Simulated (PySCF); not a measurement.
# Predicted spectroscopic data

Theory: σ from GIAO-PBE0/pcSseg-1, J: B3LYP/pcJ-1 (spin–dipole term left out of most H,H and C,H couplings), GFN2-xTB structure, in PySCF (rapidly exchanging positions averaged, no solvent, one computed conformer, non-relativistic Hamiltonian).

Chemical shifts δ = σref − σ; 1H, 13C vs TMS, all at this level. Multiplet labels drop J under 1 Hz and among equivalent protons, and merge close values. Unscaled 3J(H,H) run several per cent high. Where no couplings were computed, multiplicities follow the n + 1 count of equivalent neighbours, and m marks all less simple cases (inequivalent or close neighbours, rings, F or P nearby). Shifts are as computed. Against solution values, carbons near 30 ppm lie about +3 ppm off and those near 130 ppm about +5 ppm. Of 1211 compounds with measured shifts, 218 miss one by over three times the rms of a fit or turn the order of signals round; such compounds aren't used in these exercises.

Compound 1 (C5H11N3Si). 1H NMR (600 MHz, computed): δ 7.75 (s, 1H), 5.36 (sept, 1H), 2.56 (s, 3H), 0.43 (d, 6H). 13C{1H} NMR (computed): δ 154.5 (C), 146.6 (CH), 15.1 (CH3), 0.1 (CH3). Structure: `Cc1nncn1[SiH](C)C`.

Compound 2 (C4H8O2). 1H NMR (600 MHz, computed): δ 3.71 (s, 8H). 13C{1H} NMR (computed): δ 71.2 (CH2). Structure: `C1COCCO1`.
